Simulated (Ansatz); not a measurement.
**Energy profile**

The step: SiN₂H₆ ([NH2][SiH2][NH2]) + HF → SiNH₄F ([NH2][SiH2][F]) + NH₃; bonds formed: Si1–F7, N2–H6; bonds broken: Si1–N2, H6–F7 (atoms numbered as in the saddle structure below).

Si1  (-0.103, -0.636, 0.243)
N2  (1.143, 0.240, -0.809)
H3  (-0.452, -1.810, -0.628)
H4  (0.648, -1.212, 1.377)
N5  (-1.596, 0.154, 0.321)
H6  (1.121, 1.033, 0.053)
F7  (0.578, 1.236, 1.170)
H8  (2.029, -0.236, -0.927)
H9  (0.796, 0.550, -1.708)
H10  (-1.721, 0.966, 0.901)
H11  (-2.443, -0.284, 0.007)
(Å)

Electronic energies by CCSD(T) at an estimated basis limit (MP2 extrapolated from triple and quadruple zeta, plus CCSD(T) − MP2 in triple zeta), on PBE0-D4/def2-TZVP structures; SiN₂H₇F, singlet; no counterpoise correction. Ansatz 0.2.0; basis: def2-TZVPP and def2-QZVPP; cores frozen in the correlated methods. Extrapolation: Hartree–Fock as exp(−7.88 √X), correlation as X^−2.97.

Q: Give the profile in eV, counted from the separated reactants. (To be estimated.)

A: Computed:
| point | eV |
| --- | --- |
| separated: SiN₂H₆ (linked as [NH2][SiH2][NH2]; Si1, N2, H3, H4, N5, H8, H9, H10, H11; singlet) + HF (H6, F7; singlet) | 0.000 |
| start structure | -0.479 |
| saddle | 0.158 |
| end structure | -1.089 |
| separated: SiNH₄F (linked as [NH2][SiH2][F]; Si1, H3, H4, N5, F7, H10, H11; singlet) + NH₃ (N2, H6, H8, H9; singlet) | -0.968 |

The T1 diagnostic stays at or below 0.012.

Steps of this kind, hydrogen fluoride cutting a network bond, underlie vapour etching and the fluorination step of atomic layer etching.

For scale, one of the runs: CCSD(T)/def2-TZVPP, 233 basis functions, launched by `ansatz run in.yaml --threads 4 --pin off --events-out ev --progress --plain --max-ram 9574MiB`. The run took 91 s on 4 CPU threads of an Arm Neoverse V1 (shared host), with 4.2 GiB of host memory at its peak.
